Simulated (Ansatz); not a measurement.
Ideal-gas functions of CH4Cl2Si, SMILES `[SiH3]C(Cl)Cl` at 400 K and 1 bar, from an Ansatz frequency run at PBE0-D4/def2-TZVP.

Molar mass 115.04 g/mol, point group Cs (symmetry number 1), electronic degeneracy 1, moments of inertia 162.547, 165.097, 309.467 u Å². Harmonic wavenumbers (cm⁻¹, unscaled): 148, 178, 218, 295, 517, 609, 716, 759, 820, 913, 936, 941, 1159, 1219, 2239, 2250, 2269, 3135.

Use S(trans) = R[1.5 ln M + 2.5 ln T − 1.1517]; rotational temperatures θ = 24.2544 K / I; S(rot) = R[ln(√π/σ · √(T³/θAθBθC)) + 1.5]; for each mode x = 1.438777 ν̃/T, S = R[x/(eˣ − 1) − ln(1 − e⁻ˣ)] and H = RT x/(eˣ − 1); 1 cm⁻¹ = 0.0119627 kJ/mol; R = 8.31446 J/(mol·K).

Q: By hand: the entropy, in J/(mol·K).

A: Translation 174.1. Rotation: θ = 0.1492, 0.1469, 0.0784 K, giving 118.4. Vibration, mode by mode: 13.65, 12.16, 10.55, 8.20, 4.26, 3.28, 2.42, 2.14, 1.80, 1.38, 1.29, 1.27, 0.67, 0.56, 0.02, 0.02, 0.02, 0.00, in all 63.7. Electronic 0.0. Sum 356.2 J/(mol·K).

Q: By hand: H − E and G − E in kJ/mol, counted from the electronic energy.

A: Zero-point energy ½ × 19321 × 0.0119627 = 115.6; thermal vibration 14.5; translation, rotation and pV give 4 RT = 13.3. H − E = 143.4 kJ/mol, and G − E = 143.4 − 400 × 356.2/1000 = 0.9 kJ/mol.

Vibration gives 18 % of the entropy, 13.7 J/(mol·K) of it from the mode under 150 cm⁻¹: soft modes count most, and the harmonic formula is weakest for them.
